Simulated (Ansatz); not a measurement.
Species: H6B4, SMILES `BB(B)B` (charge 0, multiplicity 1).

Q: Give a relaxed geometry from PBE0-D4/def2-TZVP run with Ansatz (a quantum-chemistry and plane-wave program).

A: This is not unique; one that fits is the end point of this relaxation, one of several conformers (outside a Z-matrix the atoms follow the SMILES, hydrogens last).
Z-matrix (Å, degrees):
```
B
B 1 1.6176
H 2 1.1967 1 120.47
H 2 1.1967 3 119.07 1 179.94
B 1 1.6176 2 120.08 3 -90.05
H 5 1.1967 1 120.46 2 90.00
H 5 1.1967 6 119.07 1 -179.99
B 1 1.6177 2 119.99 3 89.97
H 8 1.1967 1 120.47 2 -89.98
H 8 1.1967 9 119.07 1 -179.95
```
